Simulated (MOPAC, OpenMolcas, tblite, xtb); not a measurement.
## How methods differ on SiH2ClOF (SMILES O[SiH](F)Cl)

The species is SiH2ClOF (6 atoms), meant as a singlet with charge 0. As SMILES, `O[SiH](F)Cl`. Geometry: relaxed at GFN2-xTB. This is one conformer, not always the lowest.

```xyz
6

O    -0.9058    0.3025   -0.8377
Si    0.3892    0.0523    0.0780
F     0.1122    0.7042    1.5214
Cl    0.7514   -1.8852    0.4096
H    -1.7972    0.0423   -0.6146
H     1.4501    0.7839   -0.5567
```

Quantity: the dipole moment, in D. The values are calculated.

```csv
level,kind,program,value (D)
IPEA1-xTB,semi-empirical,tblite,2.03
PM6,semi-empirical,MOPAC,1.64
PM7,semi-empirical,MOPAC,0.97
GFN0-xTB,semi-empirical,xtb,1.69
HF/STO-3G,Hartree–Fock,OpenMolcas,1.66
HF/3-21G,Hartree–Fock,OpenMolcas,1.41
HF/def2-SVP,Hartree–Fock,OpenMolcas,1.26
B3LYP/6-31G* (spherical functions),global hybrid,OpenMolcas,1.25
B3LYP/6-31G* (Cartesian functions),global hybrid,OpenMolcas,1.25
PBE0/def2-SVP,global hybrid,OpenMolcas,?
```

Question: Estimate what the levels marked ? give.

Answer: As computed at these levels: PBE0/def2-SVP: 1.27 D. The values span 0.97 to 2.03 D. Magnitudes only: a small dipole may point the other way at some levels. Sets without polarisation functions give poor dipoles. Without the sets that lack polarisation functions the rows with a basis span only 1.25 to 1.27 D.
